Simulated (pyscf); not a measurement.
Thermochemistry of product channels of H₂Si=AsH (SMILES [SiH2]=[AsH]) + AsH₃ (SMILES [AsH3]) on the singlet surface, in eV, from ωB97M-D3(BJ)/def2-TZVP energies (ideal gas, 1 atm, RRHO with modes under 100 cm⁻¹ raised to 100, one conformer, R ln 2 for chiral ones without a mode under 150 cm⁻¹). Structures and frequencies: ωB97X-D3(BJ)/def2-SVP in PySCF.

| products | ΔE | ΔH(298 K) | ΔG(298 K) | ΔG(900 K) |
|---|---|---|---|---|
| H₃Si–AsH–AsH₂ (SMILES [SiH3][AsH][AsH2]) | -1.67 | -1.58 | -1.14 | ? |
| H₂As–SiH₂–AsH₂ (SMILES [AsH2][SiH2][AsH2]) | ? | -1.57 | -1.14 | -0.32 |

Question: Fill in the missing entries.

Answer: 
- H₃Si–AsH–AsH₂ (SMILES [SiH3][AsH][AsH2]), ΔG(900 K): -0.30
- H₂As–SiH₂–AsH₂ (SMILES [AsH2][SiH2][AsH2]), ΔE: -1.65

The channel to H₃Si–AsH–AsH₂ turns unfavourable between 298 and 1200 K (ΔG from -1.14 eV to +0.10 eV).

These are energies of the channels, which say nothing of barriers. Elements up to Kr have no core potential and no relativistic terms here.
